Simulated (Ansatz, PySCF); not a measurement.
SbFBr₂, SMILES [F][Sb]([Br])[Br]. Atoms are numbered in the order given.

```xyz
4

Sb     0.3713    -0.7817     0.0000
F     -1.3468    -1.6617     0.0000
Br    -0.0974     0.7831    -1.9051
Br    -0.0974     0.7831     1.9051
```
Charge 0, spin multiplicity 1.

Geometry optimised at PBE0-D3(BJ)/def2-SVP. The def2 effective core potentials stand for the cores of Sb; spin–orbit coupling is left out.

Vertical ionisation energy (IE) and electron affinity (EA) in eV. Rows of orbital energies are one-electron estimates. Where ΔSCF, EOM or ADC give a negative EA the extra electron is unbound and the value depends on the basis.

```tsv
level	IE	EA
−ε(HOMO), −ε(LUMO), r2SCAN/def2-TZVP (PySCF)	[?]	[?]
−ε(HOMO), −ε(LUMO), PBE/def2-TZVP (PySCF)	7.32	2.92
ΔSCF, CAM-B3LYP/def2-SVPD (Ansatz), final states of multiplicity 2 and 2	10.64	0.76
ΔSCF, PBE/def2-SVPD (Ansatz), final states of multiplicity 2 and 2	10.15	0.65
```

Q: Complete the blanks. (The exact figures need the calculation; the answer reports its results.)

A: 
- −ε(HOMO), −ε(LUMO), r2SCAN/def2-TZVP (PySCF), IE: 7.64
- −ε(HOMO), −ε(LUMO), r2SCAN/def2-TZVP (PySCF), EA: 2.81

Q: What vertical singlet–triplet gap does ΔSCF give with CAM-B3LYP/def2-SVPD (Ansatz, a quantum-chemistry and plane-wave program) and with PBE/def2-SVPD (Ansatz)? (Estimate from the structure and the level; the computed values follow.)

A: 4.39 and 4.13 eV (triplet above singlet where positive).
